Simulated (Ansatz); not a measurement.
Steps of a relaxation of BH5SiZn with RKS PBE0-D4/def2-TZVP.

```sh
$ ansatz run in.yaml --threads 2 --pin off --events-out ev --progress --plain --max-ram 4352MiB
```

```yaml
crystal:
  periodic: [false, false, false]
  atoms:
    - {symbol: B, position_ang: [-1.119347, 0.504672, -0.896676]}
    - {symbol: Si, position_ang: [0.472230, 0.488120, 0.337448]}
    - {symbol: Zn, position_ang: [1.125393, -3.376585, 1.243974]}
    - {symbol: H, position_ang: [-1.468922, -0.532238, -1.430957]}
    - {symbol: H, position_ang: [-1.734060, 1.518215, -1.171838]}
    - {symbol: H, position_ang: [0.651161, 1.723612, 1.180407]}
    - {symbol: H, position_ang: [1.689811, 0.349800, -0.552860]}
    - {symbol: H, position_ang: [0.475834, -0.732594, 1.234701]}
basis:
  gaussian: {orbitals: def2-TZVP}
hamiltonian: {xc: pbe0, dispersion: d4}
relax: {f_tol: 0.005, max_steps: 150}
```

Positions (Å) and forces (eV/Å) along the path, 16 of 33 steps:

```xyz
8
step=1 energy=-57042.8941 eV
B    -1.119    0.505   -0.897   -0.304   -0.020   -0.234
Si    0.472    0.488    0.337    0.271   -0.030    0.107
Zn    1.125   -3.377    1.244    0.017   -0.088    0.002
H    -1.469   -0.532   -1.431    0.128    0.423    0.208
H    -1.734    1.518   -1.172    0.252   -0.419    0.103
H     0.651    1.724    1.180   -0.052   -0.269   -0.174
H     1.690    0.350   -0.553   -0.267    0.047    0.184
H     0.476   -0.733    1.235   -0.046    0.357   -0.195
8
step=2 energy=-57042.9173 eV
B    -1.116    0.500   -0.890   -0.077    0.009   -0.108
Si    0.477    0.493    0.333    0.056   -0.025    0.039
Zn    1.119   -3.394    1.244    0.015   -0.081    0.001
H    -1.463   -0.522   -1.418    0.033    0.112    0.074
H    -1.720    1.500   -1.168    0.061   -0.114    0.039
H     0.645    1.715    1.172   -0.015   -0.062   -0.044
H     1.681    0.365   -0.552   -0.066    0.011    0.051
H     0.470   -0.714    1.223   -0.007    0.151   -0.053
8
step=5 energy=-57042.9335 eV
B    -1.116    0.511   -0.897   -0.008   -0.021    0.047
Si    0.471    0.539    0.334    0.020    0.018   -0.020
Zn    1.134   -3.654    1.253    0.001   -0.013   -0.005
H    -1.472   -0.523   -1.380   -0.002   -0.003   -0.010
H    -1.709    1.501   -1.208    0.009    0.005   -0.013
H     0.616    1.779    1.142   -0.006    0.005    0.000
H     1.669    0.425   -0.553    0.006    0.003    0.001
H     0.498   -0.635    1.253   -0.020    0.006    0.000
8
step=6 energy=-57042.9347 eV
B    -1.115    0.508   -0.894   -0.015   -0.012    0.025
Si    0.472    0.553    0.337    0.009    0.022   -0.022
Zn    1.132   -3.717    1.241   -0.001   -0.004   -0.006
H    -1.476   -0.532   -1.364    0.003    0.015    0.002
H    -1.701    1.498   -1.222    0.013   -0.014   -0.007
H     0.609    1.803    1.133   -0.003   -0.009   -0.006
H     1.670    0.441   -0.553   -0.002   -0.002    0.016
H     0.500   -0.611    1.267   -0.005    0.004   -0.002
8
step=11 energy=-57042.9460 eV
B    -1.067    0.350   -0.806   -0.002    0.005   -0.294
Si    0.503    0.611    0.421   -0.053    0.038    0.146
Zn    0.839   -3.530    0.670   -0.004    0.005   -0.014
H    -1.468   -0.755   -1.061    0.001    0.148    0.085
H    -1.568    1.272   -1.401    0.067   -0.186    0.175
H     0.583    1.981    1.009    0.009   -0.070   -0.026
H     1.723    0.402   -0.419   -0.024   -0.012   -0.010
H     0.546   -0.388    1.531    0.006    0.071   -0.062
8
step=14 energy=-57042.9600 eV
B    -1.027    0.263   -0.773   -0.052    0.031   -0.086
Si    0.514    0.626    0.468   -0.004    0.012    0.035
Zn    0.703   -3.342    0.344    0.003    0.001   -0.009
H    -1.455   -0.849   -0.918    0.017    0.090    0.020
H    -1.514    1.136   -1.441    0.068   -0.123    0.091
H     0.597    2.045    0.921   -0.001   -0.062   -0.019
H     1.749    0.325   -0.324   -0.028    0.005    0.020
H     0.525   -0.262    1.668   -0.003    0.046   -0.052
8
step=16 energy=-57042.9638 eV
B    -1.018    0.229   -0.750    0.010   -0.007   -0.005
Si    0.513    0.629    0.488    0.028    0.009    0.026
Zn    0.683   -3.256    0.172    0.009   -0.004   -0.002
H    -1.474   -0.873   -0.835   -0.020    0.010    0.011
H    -1.473    1.070   -1.468    0.007   -0.003   -0.006
H     0.617    2.069    0.859   -0.004   -0.029   -0.001
H     1.756    0.262   -0.260   -0.024    0.007    0.007
H     0.489   -0.186    1.738   -0.005    0.018   -0.028
8
step=21 energy=-57042.9825 eV
B    -1.011    0.173   -0.710   -0.069   -0.017   -0.019
Si    0.510    0.619    0.528    0.052   -0.013    0.011
Zn    0.711   -3.142   -0.125   -0.014    0.027   -0.012
H    -1.699   -0.798   -0.564    0.026    0.073   -0.004
H    -1.252    0.884   -1.646    0.046   -0.072    0.040
H     0.592    2.084    0.805   -0.021   -0.041   -0.010
H     1.774    0.232   -0.173   -0.034    0.029    0.028
H     0.467   -0.108    1.828    0.014    0.015   -0.035
8
step=23 energy=-57043.0121 eV
B    -0.995    0.122   -0.690   -0.115   -0.070   -0.182
Si    0.528    0.601    0.538    0.059    0.025   -0.085
Zn    0.619   -3.057   -0.210   -0.038    0.084   -0.031
H    -1.827   -0.716   -0.442    0.163    0.235   -0.049
H    -1.089    0.721   -1.740    0.018   -0.227    0.274
H     0.486    2.070    0.832   -0.018   -0.078   -0.005
H     1.819    0.339   -0.173   -0.078    0.031    0.063
H     0.551   -0.137    1.829    0.008   -0.001    0.014
8
step=24 energy=-57043.0513 eV
B    -0.972    0.071   -0.677   -0.207   -0.177   -0.312
Si    0.545    0.587    0.544    0.082    0.083   -0.113
Zn    0.524   -2.935   -0.302   -0.073    0.156   -0.052
H    -1.894   -0.656   -0.350    0.356    0.368   -0.153
H    -0.984    0.563   -1.798   -0.036   -0.335    0.526
H     0.415    2.054    0.844   -0.004   -0.117   -0.011
H     1.859    0.405   -0.155   -0.123    0.031    0.092
H     0.600   -0.146    1.837    0.004   -0.008    0.024
8
step=26 energy=-57043.2422 eV
B    -0.916   -0.050   -0.663    0.054   -0.190   -0.076
Si    0.567    0.564    0.550    0.003    0.086   -0.065
Zn    0.349   -2.622   -0.448   -0.187    0.348   -0.111
H    -1.914   -0.594   -0.267    0.119    0.071   -0.025
H    -0.888    0.312   -1.816    0.024   -0.241    0.187
H     0.353    2.022    0.838    0.000   -0.072   -0.004
H     1.904    0.453   -0.109   -0.035    0.011    0.067
H     0.637   -0.143    1.859    0.022   -0.014    0.027
8
step=27 energy=-57043.3768 eV
B    -0.887   -0.112   -0.655    0.110   -0.277   -0.057
Si    0.575    0.558    0.553   -0.035    0.120   -0.037
Zn    0.257   -2.461   -0.509   -0.245    0.422   -0.135
H    -1.911   -0.589   -0.240    0.100    0.039    0.001
H    -0.848    0.207   -1.819    0.038   -0.231    0.140
H     0.334    2.013    0.836    0.007   -0.073    0.000
H     1.920    0.468   -0.089   -0.006    0.007    0.056
H     0.652   -0.141    1.867    0.030   -0.008    0.032
8
step=29 energy=-57043.5633 eV
B    -0.826   -0.203   -0.628    0.080   -0.009    0.057
Si    0.582    0.597    0.573    0.068   -0.097    0.007
Zn    0.033   -2.283   -0.711   -0.026   -0.049   -0.053
H    -1.871   -0.593   -0.182   -0.053    0.033    0.020
H    -0.762   -0.025   -1.815   -0.019    0.007   -0.044
H     0.308    2.041    0.853   -0.025   -0.027   -0.020
H     1.943    0.512   -0.034    0.005    0.078    0.006
H     0.687   -0.102    1.889   -0.030    0.065    0.025
8
step=30 energy=-57043.5705 eV
B    -0.791   -0.252   -0.616   -0.071    0.152    0.090
Si    0.610    0.576    0.579    0.031   -0.046    0.015
Zn   -0.047   -2.344   -0.818   -0.029    0.040    0.026
H    -1.870   -0.534   -0.151    0.134   -0.067   -0.030
H    -0.754   -0.051   -1.803    0.034   -0.024   -0.013
H     0.253    2.010    0.817   -0.041   -0.006   -0.039
H     1.990    0.586    0.001   -0.074   -0.043    0.032
H     0.701   -0.048    1.936    0.015   -0.005   -0.083
8
step=32 energy=-57043.5764 eV
B    -0.791   -0.231   -0.615   -0.021   -0.004   -0.020
Si    0.607    0.579    0.579    0.023    0.001    0.018
Zn   -0.054   -2.327   -0.796    0.001    0.000    0.000
H    -1.852   -0.565   -0.154    0.002   -0.002   -0.001
H    -0.747   -0.035   -1.802   -0.003   -0.003    0.002
H     0.247    2.013    0.809    0.000    0.006    0.001
H     1.981    0.568   -0.001    0.000    0.001    0.000
H     0.701   -0.059    1.924   -0.001    0.001    0.001
8
step=33 energy=-57043.5764 eV
B    -0.792   -0.230   -0.616    0.002    0.002    0.001
Si    0.608    0.579    0.580   -0.001    0.002    0.000
Zn   -0.052   -2.326   -0.797    0.001   -0.002    0.000
H    -1.852   -0.567   -0.154   -0.002   -0.001    0.001
H    -0.751   -0.035   -1.803    0.000    0.000   -0.002
H     0.250    2.014    0.808    0.001   -0.001    0.000
H     1.982    0.567    0.000    0.000    0.000    0.000
H     0.700   -0.059    1.925    0.000    0.000    0.000
```

It took 71 s on 2 threads of an Intel Xeon 6975P-C on a shared host, with 0.39 GiB of host memory at the peak.
